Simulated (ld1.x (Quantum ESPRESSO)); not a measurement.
# Cutoff test, Au (Z = 79), TM

- Element: gold
- Generator: ld1.x (Quantum ESPRESSO) 7.5
- Type: norm-conserving Troullier–Martins (Kleinman–Bylander form)
- Functional: PBE
- Relativity: scalar-relativistic
- Frozen core: [Kr] 4d10 4f14
- Valence charge: 19
- Reference configuration: 5s2 5p6 5d8 6s0 6p0 (charge +3)
- Partial waves: 5p (bound): rc 1.70 bohr; 5d (bound): rc 0.94 bohr; 5s (bound): rc 1.05 bohr
- Local potential: the s channel
- Core correction: none

The pseudo-atom Hamiltonian at the reference potential is diagonalised in spherical Bessel functions j_l(qr) that vanish at 20 bohr, with q² up to the cutoff. All-electron valence levels (Ry): 5p -7.0323, 6p -1.7369, 5d -2.9861, 5s -10.6319, 6s -2.4453.

Q: How do the lowest levels (Ry) of each channel move with the cutoff, and are there ghosts?

A:

```tsv
cutoff (Ry)	p #1	p #2	d #1	d #2	d #3	s #1	s #2	f #1	Σ f·Δε (mRy)
8	-5.3651	-1.4240	-2.1411	-0.8215	-0.4629	-9.0031	-2.1547	-0.7040	20018.4
25	-7.0217	-1.7432	-4.3366	-1.0880	-0.5536	-9.7414	-2.2810	-0.7474	12654.3
50	-7.0316	-1.7509	-4.9413	-1.1262	-0.5658	-10.5422	-2.4556	-0.7584	15060.7
100	-7.0324	-1.7559	-124.0381	-2.6211	-0.9374	-10.6036	-2.4673	-0.7592	2973.1
180	-7.0324	-1.7561	-281.7022	-2.9794	-0.9848	-10.6295	-2.4732	-0.7596	55.0
400	-7.0324	-1.7561	-285.9253	-2.9856	-0.9856	-10.6322	-2.4736	-0.7596	0.0
```

Result: ghost state, extra bound levels that the all-electron valence spectrum of the same l lacks: d at -3890.2 eV (a true bound ghost makes a file unfit for plane-wave use); 10 mRy is reached at 230 Ry and 1 mRy at over 300 Ry.
